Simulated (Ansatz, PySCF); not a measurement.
Process, species as SMILES: [SbH2] (SbH2) -> [SbH] (SbH) (triplet) + H atom (the H-Sb bond at the site shown breaks; other sites are not compared here)
Structures are relaxed separately at B3LYP-D3(BJ)/def2-TZVP in Ansatz (a first-principles code).

Quantity: bond dissociation energy (enthalpy at 298 K, with B3LYP-D3(BJ) rigid-rotor harmonic-oscillator terms from PySCF), in eV. Valence correlation only, unless marked. UHF or UKS for open shells. No spin-orbit coupling. The frozen core is the preceding noble-gas configuration, with the filled d and f shells of earlier blocks. In def2 rows, elements after Kr have scalar-relativistic effective core potentials. Basis-set limits of correlation are two-point, X^-3; Hartree-Fock from the larger set.

```tsv
level	program	bond dissociation energy (eV)
HF/def2-SVPD	Ansatz	1.65
PBE/def2-TZVPD	Ansatz	2.68
```

**Question.** Estimate the value at CCSD(T)/CBS(def2-TZVPPD,def2-QZVPPD) as computed with Ansatz.

**Answer.** 2.69 eV, so PBE/def2-TZVPD differs from it by -0.01 eV.
